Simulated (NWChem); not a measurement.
System: C3H2BF3; SMILES FB1CC(F)=C1F

Excerpt of the output:

```
             Northwest Computational Chemistry Package (NWChem) 7.3.0
             --------------------------------------------------------

 CS  symmetry detected

                             Geometry "geometry" -> ""
                             -------------------------

 Output coordinates in angstroms (scale by  1.889725989 to convert to a.u.)

  No.       Tag          Charge          X              Y              Z
 ---- ---------------- ---------- -------------- -------------- --------------
    1 F                    9.0000    -0.07066060     2.45402979     0.00000000
    2 B                    5.0000    -0.21720916     1.14155671     0.00000000
    3 C                    6.0000    -1.50742706     0.16508790     0.00000000
    4 C                    6.0000    -0.39876900    -0.86483461     0.00000000
    5 F                    9.0000    -0.53245516    -2.18542727     0.00000000
    6 C                    6.0000     0.70786834    -0.08051083     0.00000000
    7 F                    9.0000     1.99903087    -0.41718263     0.00000000
    8 H                    1.0000    -2.14361194     0.15549131    -0.89325200
    9 H                    1.0000    -2.14361194     0.15549131     0.89325200

 Effective nuclear repulsion energy (a.u.)     269.6248541748

      Symmetry information
      --------------------

 Group name             Cs
 Group number              2
 Group order               2
 No. of unique centers     8

                                 NWChem DFT Module
                                 -----------------

 Summary of "ao basis" -> "ao basis" (spherical)
 ------------------------------------------------------------------------------
       Tag                 Description            Shells   Functions and Types
 ---------------- ------------------------------  ------  ---------------------
 F                         def2-tzvp                11       31   5s3p2d1f
 B                         def2-tzvp                11       31   5s3p2d1f
 C                         def2-tzvp                11       31   5s3p2d1f
 H                         def2-tzvp                 4        6   3s1p

      Symmetry analysis of basis
      --------------------------

        a'        153
        a"         76

            General Information
            -------------------
          SCF calculation type: DFT
          Wavefunction type:  closed shell.
          No. of atoms     :     9
          No. of electrons :    52
           Alpha electrons :    26
            Beta electrons :    26
          Charge           :     0
          Spin multiplicity:     1
          Use of symmetry is: on ; symmetry adaption is: on
          Maximum number of iterations: 150
          AO basis - number of functions:   229
                     number of shells:    85
          Convergence on energy requested:  1.00D-06
          Convergence on density requested:  1.00D-05
          Convergence on gradient requested:  5.00D-04

              XC Information
              --------------
                       PW6B95 Method XC Functional
                     Hartree-Fock (Exact) Exchange  0.280
                    PW6B95 GGA Exchange Functional  0.720
                      PW6B95 Correlation Potential  1.000

             Grid Information
             ----------------
          Grid used for XC integration:  medium
          Radial quadrature: Mura-Knowles
          Angular quadrature: Lebedev.
          Tag              B.-S. Rad. Rad. Pts. Rad. Cut. Ang. Pts.
          ---              ---------- --------- --------- ---------
          F                   0.50       49          11.0       434
          B                   0.85       49           9.0       434
          C                   0.70       49          10.0       434
          H                   0.35       45          10.0       434
          Grid pruning is: on
          Number of quadrature shells:   388
          Spatial weights used:  Erf1

      Superposition of Atomic Density Guess
      -------------------------------------

 Sum of atomic energies:        -436.80255096

      Non-variational initial energy
      ------------------------------

 Total energy =    -439.922673
 1-e energy   =   -1138.428888
 2-e energy   =     428.881361
 HOMO         =      -0.274997
 LUMO         =       0.011137

      Symmetry analysis of molecular orbitals - initial
      -------------------------------------------------

  Numbering of irreducible representations:

     1 a'          2 a"

  Orbital symmetries:

     1 a'          2 a'          3 a'          4 a'          5 a'
     6 a'          7 a'          8 a'          9 a'         10 a'
    11 a'         12 a'         13 a'         14 a'         15 a'
    16 a'         17 a"         18 a"         19 a'         20 a"
    21 a'         22 a"         23 a'         24 a'         25 a'
    26 a"         27 a"         28 a'         29 a'         30 a"
    31 a'         32 a"         33 a'         34 a'         35 a'
    36 a'

------------------------------------------------------------
EAF file 0: "./job.aoints.0" size=646971392 bytes
------------------------------------------------------------
               write      read    awrite     aread      wait
               -----      ----    ------     -----      ----
     calls:     1234         0         0         0         0
   data(b): 6.47e+08  0.00e+00  0.00e+00  0.00e+00
   time(s): 0.00e+00  0.00e+00  0.00e+00  0.00e+00  0.00e+00
rate(mb/s): 0.00e+00  0.00e+00
------------------------------------------------------------

     ---------------------------------------------
      Total Density - Mulliken Population Analysis
     ---------------------------------------------

    Atom       Charge   Shell Charges
 -----------   ------   -------------------------------------------------------
    1 F    9     9.42   0.77  1.20  0.61  0.99  0.34  2.35  2.31  0.83  0.00  0.01  0.00
    2 B    5     4.21   0.92  1.06  0.54  0.28  0.04  0.70  0.46  0.05  0.08  0.04  0.03
    3 C    6     6.63   0.86  1.12  0.55  0.69  0.11  1.27  1.50  0.47  0.01  0.05  0.00
    4 C    6     5.44   0.86  1.12  0.54  0.56  0.10  0.95  1.01  0.16  0.04  0.10  0.02
    5 F    9     9.33   0.77  1.20  0.61  1.00  0.31  2.30  2.29  0.83  0.00  0.01  0.00
    6 C    6     5.94   0.86  1.12  0.55  0.60  0.14  1.08  1.20  0.27  0.03  0.08  0.01
    7 F    9     9.34   0.77  1.20  0.61  1.00  0.31  2.31  2.30  0.82  0.00  0.01  0.00
    8 H    1     0.84   0.24  0.45  0.13  0.02
    9 H    1     0.84   0.24  0.45  0.13  0.02

   convergence    iter        energy       DeltaE   RMS-Dens  Diis-err
 ---------------- ----- ----------------- --------- --------- ---------
 d= 0,ls=0.0,diis     1   -440.4673028400 -7.10D+02  4.88D-03  1.39D+00
 d= 0,ls=0.0,diis     2   -440.4310997490  3.62D-02  2.61D-03  1.89D+00
 d= 0,ls=0.0,diis     3   -440.5856317394 -1.55D-01  7.76D-04  1.35D-01
 d= 0,ls=0.0,diis     4   -440.5950559376 -9.42D-03  2.91D-04  6.86D-03
 d= 0,ls=0.0,diis     5   -440.5955980313 -5.42D-04  9.52D-05  1.02D-03
  Resetting Diis
 d= 0,ls=0.0,diis     6   -440.5957154902 -1.17D-04  2.45D-05  6.15D-05
 d= 0,ls=0.0,diis     7   -440.5957211151 -5.62D-06  1.59D-05  7.15D-06
 d= 0,ls=0.0,diis     8   -440.5957198819  1.23D-06  1.02D-05  1.80D-05
 d= 0,ls=0.0,diis     9   -440.5957219541 -2.07D-06  1.19D-06  1.57D-07
 d= 0,ls=0.0,diis    10   -440.5957219710 -1.68D-08  3.08D-07  1.13D-08

         Total DFT energy =     -440.595721970967
      One electron energy =    -1141.893093020338
           Coulomb energy =      484.778017522725
    Exchange-Corr. energy =      -53.105500648124
 Nuclear repulsion energy =      269.624854174769

 Numeric. integr. density =       52.000008610229

                  Occupations of the irreducible representations
                  ----------------------------------------------

                     irrep           alpha         beta
                     --------     --------     --------
                     a'               21.0         21.0
                     a"                5.0          5.0

                       DFT Final Molecular Orbital Analysis
                       ------------------------------------

 Vector   24  Occ=2.000000D+00  E=-4.085606D-01  Symmetry=a'
              MO Center=  4.0D-02, -1.2D-01, -7.1D-15, r^2= 3.2D+00
   Bfn.  Coefficient  Atom+Function         Bfn.  Coefficient  Atom+Function
  ----- ------------  ---------------      ----- ------------  ---------------
   193      0.237076  7 F  py               196      0.192634  7 F  py
    68     -0.168932  3 C  px                35     -0.162684  2 B  s
    97      0.162860  4 C  s                 98      0.159598  4 C  s
    34     -0.156241  2 B  s                162     -0.156799  6 C  py
    38      0.144826  2 B  py                71     -0.142586  3 C  px

 Vector   25  Occ=2.000000D+00  E=-3.395955D-01  Symmetry=a'
              MO Center= -3.1D-01,  4.1D-01, -1.8D-15, r^2= 2.9D+00
   Bfn.  Coefficient  Atom+Function         Bfn.  Coefficient  Atom+Function
  ----- ------------  ---------------      ----- ------------  ---------------
    37      0.235659  2 B  px                69     -0.227932  3 C  py
   162      0.203660  6 C  py                72     -0.199653  3 C  py
     6     -0.192019  1 F  px                40      0.186509  2 B  px
   193     -0.171001  7 F  py                 9     -0.156077  1 F  px
   165      0.140484  6 C  py               196     -0.139228  7 F  py

 Vector   26  Occ=2.000000D+00  E=-2.967425D-01  Symmetry=a"
              MO Center=  2.7D-02, -3.1D-01,  1.4D-15, r^2= 2.6D+00
   Bfn.  Coefficient  Atom+Function         Bfn.  Coefficient  Atom+Function
  ----- ------------  ---------------      ----- ------------  ---------------
   163      0.265248  6 C  pz               101      0.236927  4 C  pz
   166      0.237704  6 C  pz               104      0.219522  4 C  pz
   194     -0.194799  7 F  pz               197     -0.155811  7 F  pz
   132     -0.154681  5 F  pz               200     -0.137792  7 F  pz
   135     -0.123652  5 F  pz               220      0.121614  8 H  s

 Vector   27  Occ=0.000000D+00  E=-4.613708D-02  Symmetry=a"
              MO Center= -2.0D-01,  2.2D-01,  2.2D-15, r^2= 2.8D+00
   Bfn.  Coefficient  Atom+Function         Bfn.  Coefficient  Atom+Function
  ----- ------------  ---------------      ----- ------------  ---------------
   107      0.359887  4 C  pz                42     -0.325005  2 B  pz
   101      0.322931  4 C  pz               104      0.316960  4 C  pz
    39     -0.305811  2 B  pz                45     -0.280705  2 B  pz
    14      0.155845  1 F  pz               138     -0.150291  5 F  pz
   169     -0.148580  6 C  pz                 8      0.146954  1 F  pz

 Vector   28  Occ=0.000000D+00  E= 8.214917D-03  Symmetry=a'
              MO Center= -1.1D-01,  3.9D-01, -6.9D-14, r^2= 6.7D+00
   Bfn.  Coefficient  Atom+Function         Bfn.  Coefficient  Atom+Function
  ----- ------------  ---------------      ----- ------------  ---------------
    36      3.128771  2 B  s                 67     -3.101445  3 C  s
   160     -1.863731  6 C  s                 98      1.339893  4 C  s
    44     -0.811678  2 B  py               167      0.702950  6 C  px
   168     -0.674341  6 C  py                41     -0.606393  2 B  py
    35      0.502933  2 B  s                105     -0.441351  4 C  px

 Vector   29  Occ=0.000000D+00  E= 5.198485D-02  Symmetry=a"
              MO Center= -4.5D-01,  2.3D-01,  1.1D-12, r^2= 3.8D+00
   Bfn.  Coefficient  Atom+Function         Bfn.  Coefficient  Atom+Function
  ----- ------------  ---------------      ----- ------------  ---------------
   220      1.103636  8 H  s                226     -1.103636  9 H  s
    76      0.887877  3 C  pz               169     -0.410460  6 C  pz
   166     -0.331301  6 C  pz               163     -0.322848  6 C  pz
    39      0.259778  2 B  pz                42      0.259261  2 B  pz
    45      0.206765  2 B  pz               104      0.170903  4 C  pz

------------------------------------------------------------
EAF file 0: "./job.aoints.0" size=873988096 bytes
------------------------------------------------------------
               write      read    awrite     aread      wait
               -----      ----    ------     -----      ----
     calls:     1667         9         0     14994     14994
   data(b): 8.74e+08  4.72e+06  0.00e+00  7.86e+09
   time(s): 0.00e+00  0.00e+00  0.00e+00  0.00e+00  0.00e+00
rate(mb/s): 0.00e+00  0.00e+00
------------------------------------------------------------

     ---------------------------------------------
      Total Density - Mulliken Population Analysis
     ---------------------------------------------

    Atom       Charge   Shell Charges
 -----------   ------   -------------------------------------------------------
    1 F    9     9.26   0.77  1.20  0.62  0.95  0.41  2.30  2.12  0.88  0.00  0.01  0.00
    2 B    5     4.59   0.92  1.05  0.53  0.22  0.03  0.96  0.57  0.07  0.09  0.10  0.04
    3 C    6     6.36   0.86  1.12  0.50  0.67  0.08  1.33  1.32  0.42  0.02  0.04  0.00
    4 C    6     5.79   0.86  1.11  0.55  0.53  0.08  1.23  1.09  0.13  0.04  0.14  0.02
    5 F    9     9.17   0.78  1.20  0.62  0.98  0.35  2.28  2.12  0.83  0.00  0.01  0.00
    6 C    6     5.89   0.86  1.12  0.55  0.50  0.09  1.27  1.16  0.21  0.03  0.10  0.02
    7 F    9     9.19   0.78  1.20  0.62  0.98  0.35  2.29  2.12  0.85  0.00  0.01  0.00
    8 H    1     0.88   0.27  0.48  0.11  0.02
    9 H    1     0.88   0.27  0.48  0.11  0.02

     -------------------------------------------
      Total Density - Lowdin Population Analysis
     -------------------------------------------

    Atom       Charge   Shell Charges
 -----------   ------   -------------------------------------------------------
    1 F    9     8.66   0.86  1.10  0.57  0.65  0.34  2.14  2.06  0.91  0.00  0.02  0.00
    2 B    5     5.58   0.95  0.99  0.30  0.22  0.11  0.82  0.79  0.25  0.17  0.72  0.25
    3 C    6     6.14   0.91  1.04  0.34  0.32  0.16  1.13  1.36  0.57  0.02  0.26  0.03
    4 C    6     6.17   0.91  1.03  0.35  0.28  0.14  1.04  1.11  0.46  0.06  0.67  0.11
    5 F    9     8.78   0.86  1.10  0.59  0.68  0.36  2.14  2.10  0.92  0.00  0.03  0.00
    6 C    6     6.16   0.91  1.03  0.34  0.29  0.15  1.08  1.18  0.47  0.05  0.55  0.09
    7 F    9     8.81   0.86  1.10  0.59  0.68  0.36  2.14  2.10  0.94  0.00  0.03  0.00
    8 H    1     0.85   0.25  0.38  0.16  0.06
    9 H    1     0.85   0.25  0.38  0.16  0.06

     Multipole analysis of the density
     ---------------------------------

     L   x y z        total         alpha         beta         nuclear
     -   - - -        -----         -----         ----         -------
     0   0 0 0     -0.000000    -26.000000    -26.000000     52.000000

     1   1 0 0     -0.619566     -0.309783     -0.309783      0.000000
     1   0 1 0      0.008428      0.004214      0.004214     -0.000000
     1   0 0 1     -0.000000     -0.000000     -0.000000      0.000000

     2   2 0 0    -28.331499   -131.264984   -131.264984    234.198468
     2   1 1 0      0.007105      0.478124      0.478124     -0.949143
     2   1 0 1      0.000000      0.000000      0.000000      0.000000
     2   0 2 0    -31.860657   -212.349091   -212.349091    392.837524
     2   0 1 1     -0.000000     -0.000000     -0.000000      0.000000
     2   0 0 2    -26.329099    -16.013899    -16.013899      5.698698
```

Level: PW6B95/def2-TZVP. Structure relaxed at the B3LYP/6-31G* (spherical d) level.

Problem. Write an input that gives this output.

Solution. One answer among several that fit: the input that was run:
```
start job
memory heap 200 mb stack 900 mb global 1100 mb
geometry units angstroms noautoz
  F     -0.097545     2.448468     0.000000
  B     -0.227660     1.134264     0.000000
  C     -1.505559     0.141728     0.000000
  C     -0.384101    -0.874242     0.000000
  F     -0.501253    -2.196404     0.000000
  C      0.712636    -0.076133     0.000000
  F      2.007910    -0.396623     0.000000
  H     -2.141574     0.124172    -0.893252
  H     -2.141574     0.124172     0.893252
end
basis spherical
  * library def2-tzvp
end
dft
  xc pw6b95
  iterations 150
  semidirect filesize 400000000
  mulliken
end
task dft energy
```
